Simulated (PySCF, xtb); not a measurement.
C4H8BN, SMILES C1CB(N)CC=1.

GFN2-xTB run with xtb at its own geometry gives an orbital gap of 5.20 eV and a dipole moment of 2.45 D.

The structure is a stationary point at PBE0-D3(BJ)/def2-SVP. The structure was generated by enumeration, and PubChem lists no compound with its InChIKey, so it may never have been made. Other conformers were not sampled.

### Question
What does PBE/def2-TZVP (PySCF) give? (The exact figures need the calculation; the answer reports its results.)

### Answer
gap 5.32 eV (levels -5.49 and -0.18 eV), dipole 2.03 D.
